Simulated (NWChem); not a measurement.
# BNH3 cation

```xyz
5

B      0.0000     0.0000    -0.7891
N      0.0000     0.0000     0.5312
H      0.0000     0.0000    -1.9619
H      0.0000     0.8564     1.0947
H      0.0000    -0.8564     1.0947
```
Atoms are numbered in this order, from 1.

Program: NWChem. Structure relaxed at the B3LYP/6-31G* (spherical d) level. Total energies compare along this basis series because the functional is fixed.

```
level            basis functions  energy (Ha)  highest occupied level (eV)  orbital gap (eV)
---------------  ---------------  -----------  ---------------------------  ----------------
TPSS/def2-SVP                 43     -81.0615                       -15.53              5.82
TPSS/def2-SVPD                64     -81.0666                       -15.57              5.83
TPSS/def2-TZVP                80     -81.1528                       -15.51              5.84
TPSS/def2-TZVPP              104     -81.1542                       -15.51              5.84
TPSS/def2-QZVP               204     -81.1591                       -15.52              5.84
```
